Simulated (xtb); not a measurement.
Cl$_{2}$Sr, triplet, at a GFN2-xTB geometry (such geometries of metal compounds can be far from the true shape) (a higher spin typed on purpose: for a closed-shell molecule this is an excited state); GFN2-xTB (xtb).

xtb was given this input:
```
$ xtb coord --gfn 2 --uhf 2 --json

# file coord
$coord
      0.9515714956      -1.8524938146       0.3091176578  sr
      0.5945888892       2.6341271530      -2.0715993006  cl
     -2.7216310535       1.5067413781       1.3806304296  cl
$end
```

Output, abridged:

```
   ID    Z sym.   atoms
    1   38 sr     1
    2   17 cl     2, 3

           -------------------------------------------------
          |                Calculation Setup                |
           -------------------------------------------------

           -------------------------------------------------
          |                 G F N 2 - x T B                 |
           -------------------------------------------------

          ...................................................
          :                      SETUP                      :
          :.................................................:
          :  # basis functions                  30          :
          :  # atomic orbitals                  27          :
          :  # shells                            9          :
          :  # electrons                        16          :
          :  max. iterations                   250          :
          :  Hamiltonian                  GFN2-xTB          :
          :  restarted?                      false          :
          :  GBSA solvation                  false          :
          :  PC potential                    false          :
          :  electronic temp.          300.0000000     K    :
          :  accuracy                    1.0000000          :
          :  -> integral cutoff          0.2500000E+02      :
          :  -> integral neglect         0.1000000E-07      :
          :  -> SCF convergence          0.1000000E-05 Eh   :
          :  -> wf. convergence          0.1000000E-03 e    :
          :  Broyden damping             0.4000000          :
          :  net charge                          0          :
          :  unpaired electrons                  2          :
          ...................................................

 iter      E             dE          RMSdq      gap      omega  full diag
   1     -6.8684158 -0.686842E+01  0.552E+01    0.71       0.0  T
   2     -8.3882875 -0.151987E+01  0.184E+01    0.00       1.0  T
   3     -9.5800284 -0.119174E+01  0.233E+01    6.36       1.0  T
   4     -9.5676742  0.123541E-01  0.187E+01    6.02       1.0  T
   5     -9.5780937 -0.104194E-01  0.142E+01    5.39       1.0  T
   6     -9.6113469 -0.332532E-01  0.398E+00    3.43       1.0  T
   7     -9.6082959  0.305099E-02  0.298E+00    3.80       1.0  T
   8     -9.6113008 -0.300492E-02  0.161E+00    4.06       1.0  T
   9     -9.6120623 -0.761503E-03  0.136E+00    4.09       1.0  T
[...]
         :: total energy              -9.612386690165 Eh    ::
[...]
        17                          0.0357341               0.9724
        18                          0.0357746               0.9735
        19                          0.0362854               0.9874
        20                          0.0368788               1.0035
       ...                                ...                  ...
        27                          0.4293563              11.6834
      -------------------------------------------------------------
                  HL-Gap            0.1507232 Eh            4.1014 eV
             Fermi-level           -0.3259009 Eh           -8.8682 eV

     #   Z          covCN         q      C6AA      α(0)
     1  38 sr       1.374     0.494   470.905    64.736
     2  17 cl       1.236    -0.247   107.028    15.828
     3  17 cl       1.236    -0.247   107.028    15.828

 Mol. C6AA /au·bohr⁶  :       1691.300042
 Mol. C8AA /au·bohr⁸  :     201037.994412
 Mol. α(0) /au        :         96.391333

Wiberg/Mayer (AO) data.
largest (>0.10) Wiberg bond orders for each atom

 ---------------------------------------------------------------------------
     #   Z sym  total        # sym  WBO       # sym  WBO       # sym  WBO
 ---------------------------------------------------------------------------
     1  38 sr   0.904 --     2 cl   0.452     3 cl   0.452
     2  17 cl   0.971 --     3 cl   0.520     1 sr   0.452
     3  17 cl   0.971 --     2 cl   0.520     1 sr   0.452
 ---------------------------------------------------------------------------

Topologies differ in total number of bonds
Writing topology from bond orders to xtbtopo.mol

molecular dipole:
                 x           y           z       tot (Debye)
 q only:        0.996      -1.940       0.324
   full:        0.614      -1.196       0.200       3.455
molecular quadrupole (traceless):
                xx          xy          yy          xz          yz          zz
 q only:       -0.439      -0.368       0.898       2.068       0.827      -0.460
  q+dip:       -0.157       0.439      -0.027       1.807       1.030       0.184
   full:        0.245       1.461      -1.268       1.195       1.153       1.023

           -------------------------------------------------
          | TOTAL ENERGY               -9.612386690165 Eh   |
          | GRADIENT NORM               0.000002890579 Eh/α |
          | HOMO-LUMO GAP               4.101386069564 eV   |
           -------------------------------------------------

normal termination of xtb
```
